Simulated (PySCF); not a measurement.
**Assigning NMR signals**

Geometry (Å), atoms numbered from 1 in this order:
```xyz
17

B     3.5328    0.0315   -0.2860
N     2.2122    0.4875   -0.0606
B     1.0632   -0.3187    0.2053
C    -0.3462    0.3172    0.4789
C    -1.5513   -0.5397    0.0944
C    -2.8878    0.0818    0.4678
H     3.7580   -1.1541   -0.2558
H     4.4090    0.8367   -0.5057
H     2.0628    1.4928   -0.0992
H     1.2335   -1.5178    0.2462
H    -0.3701    0.4980    1.5751
H    -0.4279    1.3246    0.0285
H    -1.5296   -0.7351   -0.9921
H    -1.4552   -1.5305    0.5707
H    -3.0223    1.0623   -0.0177
H    -2.9616    0.2435    1.5558
H    -3.7336   -0.5558    0.1677
```

Isolated molecule, relativity neglected, single conformer, fast rotation and ring inversion assumed for equivalent nuclei. Geometry from PBE0-D3(BJ)/def2-SVP; CAM-B3LYP/pcSseg-2 with gauge-including orbitals; couplings computed with B3LYP/pcJ-1 (spin–dipole term only in couplings to heteroatoms); PySCF 2.14.

Referencing at the same level of theory: 13C (σ = 182.55 ppm) and 1H (σ = 31.34 ppm) vs TMS.

Question: Assign these signals to the numbered atoms. 13C{1H} NMR (computed): δ 31.8 (CH2), 24.1 (CH2), 20.3 (CH3).

Answer: 
```tsv
δ (ppm)	atoms	environment	reason
31.8	C4	sp3 CH2 bonded to B	–
24.1	C5	sp3 CH2	a saturated carbon with 2 carbon neighbours and no heteroatom attached
20.3	C6	methyl carbon	saturated and bonded to C and H only
```

Question: Assign these signals to the numbered atoms. 1H NMR (300 MHz, computed): δ 6.84 (br s, 1H), 5.67 (br, 1H), 5.47 (br, 2H), 1.61 (sext, J = 8.1 Hz, 2H), 1.05 (t, J = 8.1 Hz, 3H), 0.87 (t, J = 8.1 Hz, 2H).

Answer: 
```tsv
δ (ppm)	atoms	environment	reason
6.84	H9	hydrogen on a nitrogen bonded to 2 B	labile proton, position sensitive to the medium
5.67	H10	hydrogen on a boron bonded to C, N	–
5.47	H7/H8	hydrogen on a boron bonded to N	–
1.61	H13/H14	hydrogen on an sp3 CH2	–
1.05	H15/H16/H17	hydrogen on a methyl carbon	far from electronegative atoms and π systems
0.87	H11/H12	hydrogen on an sp3 CH2 bonded to B	–
```

OH/NH shifts are gas-phase values; hydrogen bonding in solution moves them, usually downfield. Hydrogens on boron are broadened and split by 11B (spin 3/2, 80 %) and 10B (spin 3). A carbon bonded to boron is broadened by the quadrupolar boron nucleus and is often missing from a measured spectrum. Splittings below 1 Hz are ignored in the labels, and close J values are merged. Unscaled 3J(H,H) at this level run about 10 % above measured values. Shifts are as computed, not scaled to solution data. Of 1211 compounds with measured shifts, 218 miss one by over three times the rms of a fit or turn the order of signals round; such compounds aren't used in these exercises. Couplings to exchangeable protons are dropped. Vicinal H,H couplings across rotating CH2–CH2 and CH–CH2 bonds are estimated from the computed gauche and anti values for equal rotamer populations, (2 J gauche + J anti)/3. Vicinal couplings across rotatable single bonds and in flexible rings belong to the one computed conformer; a conformer average would change them.
